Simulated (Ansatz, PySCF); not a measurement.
Sn(Cl)2(NH2)2 (Cl2H4N2Sn), SMILES [Cl][Sn]([NH2])([NH2])[Cl]. Atoms are numbered in the order given.

```xyz
9

N      0.3599    -1.6141    -1.4269
Sn     0.0000     0.0000    -0.2621
N     -0.3599     1.6141    -1.4269
Cl     1.8940     0.1517     1.1346
Cl    -1.8940    -0.1517     1.1346
H     -0.4948    -1.9561    -1.8706
H      0.7495    -2.3827    -0.8777
H      0.4948     1.9561    -1.8706
H     -0.7495     2.3827    -0.8777
```
Charge 0, spin multiplicity 1.

Geometry: r2SCAN-D4/def2-SVP. The structure was generated by enumeration; whether it is a known compound was not checked. The def2 effective core potentials stand for the cores of Sn; spin–orbit coupling is left out. The values are those of a single conformer.

Vertical ionisation energy (IE) and electron affinity (EA) in eV. Rows of orbital energies are one-electron estimates. Where ΔSCF, EOM or ADC give a negative EA the extra electron is unbound and the value depends on the basis.

```
level                                                                        IE    EA
------------------------------------------------------------------------  -----  ----
−ε(HOMO), −ε(LUMO), M06-2X/def2-TZVP (PySCF)                               9.66  0.86
−ε(HOMO), −ε(LUMO), PBE/def2-TZVP (PySCF)                                  6.80  2.85
ΔSCF, CAM-B3LYP/def2-SVPD (Ansatz), final states of multiplicity 2 and 2  10.48  0.51
ΔSCF, PBE/def2-SVPD (Ansatz), final states of multiplicity 2 and 2         9.66  0.64
```

**Question.** What vertical singlet–triplet gap does ΔSCF give with CAM-B3LYP/def2-SVPD (Ansatz, a quantum-chemistry and plane-wave program) and with PBE/def2-SVPD (Ansatz)? (An estimate is asked for; the answer gives what the named calculation found.)

**Answer.** 4.82 and 3.99 eV (triplet above singlet where positive).
